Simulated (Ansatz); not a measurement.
Ansatz (an electronic-structure program) input (r2SCAN/def2-TZVPD):

Ansatz 0.2 input:
```yaml
crystal:
  periodic: [false, false, false]
  atoms:
    - {symbol: Ga, position_ang: [-0.00000000, -0.00000000, -1.80751925]}
    - {symbol: O, position_ang: [0.00000000, 0.00000000, 0.00000000]}
    - {symbol: Ga, position_ang: [0.00000000, 0.00000000, 1.80751925]}
basis:
  gaussian:
    orbitals: def2-TZVPD
hamiltonian:
  xc: {name: r2SCAN}
total_charge: 1
magnetization: {spin_polarized: true, initial_magnetization: 1}
output: {forces: true}
```

End of the output:

```
integrals: 0.08 GiB planned
936 factors; their error is unknown
mean field: 0.65 GiB planned
mean field evaluation 1: about -106765.6817 eV, gradient 9.2e1 eV
mean field evaluation 2: about -106547.3824 eV, gradient 1.5e2 eV
mean field evaluation 4: about -106795.8910 eV, gradient 9.8e0 eV
mean field evaluation 8: about -106796.1170 eV, gradient 1.0e-1 eV
mean field evaluation 16: about -106796.0738 eV, gradient 7.9e-4 eV
mean field evaluation 32: about -106795.5347 eV, gradient 3.3e0 eV
mean field -106796.07379573 eV, -3924.6833230144 hartree, gradient 3.3e-5 eV, S^2 0.758922; 3 other end points of the search recorded, 0 dependent functions left out
the calculation of the forces begins
reference -106796.07381238 eV, -3924.6833236261 hartree; 35, 34 occupied and 113, 114 virtual orbitals, 936 factors
Total energy: -106796.07381238 eV, -3924.6833236261 hartree
Atom 0 at    -0.000000    -0.000000    -1.807519 Å, force     0.000000    -0.000000     0.408597 eV/Å
Atom 1 at     0.000000     0.000000     0.000000 Å, force    -0.000000     0.000000    -0.000000 eV/Å
Atom 2 at     0.000000     0.000000     1.807519 Å, force    -0.000000    -0.000000    -0.408597 eV/Å
Dipole moment:     0.000000     0.000000    -0.000000 e Å
```
